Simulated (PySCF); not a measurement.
NICS in one family of compounds.

Probes without a nucleus sit at each ring's centroid and 1 Å off its mean plane on both sides; NICS is minus the shielding there, NICSzz its component along the normal. Level: GIAO PBE0/pcSseg-1 (PySCF, non-relativistic, gas phase) on the PBE0-D3(BJ)/def2-SVP geometries, one conformer each. Atom numbers follow the mapped SMILES.

Problem. Order these rings by mean NICS(1)zz, lowest (most negative) first (ppm).
A. ring C3–N4–C5–C6–C7–P8 in `[CH3:1][S:2][c:3]1[n:4][cH:5][cH:6][cH:7][p:8]1`
B. ring C3–C4–C5–P6–C7–N8 in `[CH3:1][O:2][c:3]1[cH:4][cH:5][p:6][cH:7][n:8]1`
C. ring C1–C2–N3–C4–P5–C6 in `[cH:1]1[cH:2][n:3][cH:4][p:5][cH:6]1`

Solution. C (-26.4), B (-23.2), A (-20.5).

```tsv
SMILES	ring	NICS(0)	NICS(1)	NICS(1)zz	HOMA	rms pucker (Å)	ring atoms with four or more neighbours
c1cncpc1	6-membered ring with N and P; formal bonds all aromatic	-6.2	-10.5	-26.4	0.91	0.00	0
COc1ccpcn1	6-membered ring with N and P; formal bonds all aromatic	-6.6	-9.8	-23.2	0.87	0.00	0
CSc1ncccp1	6-membered ring with N and P; formal bonds all aromatic	-4.7	-8.8	-20.5	0.84	0.00	0
```

NICS(0) gives another order. The isotropic NICS(1) gives the same order. HOMA uses Krygowski's 1993 parameters. NICS(1) and NICS(1)zz are means over the two faces.
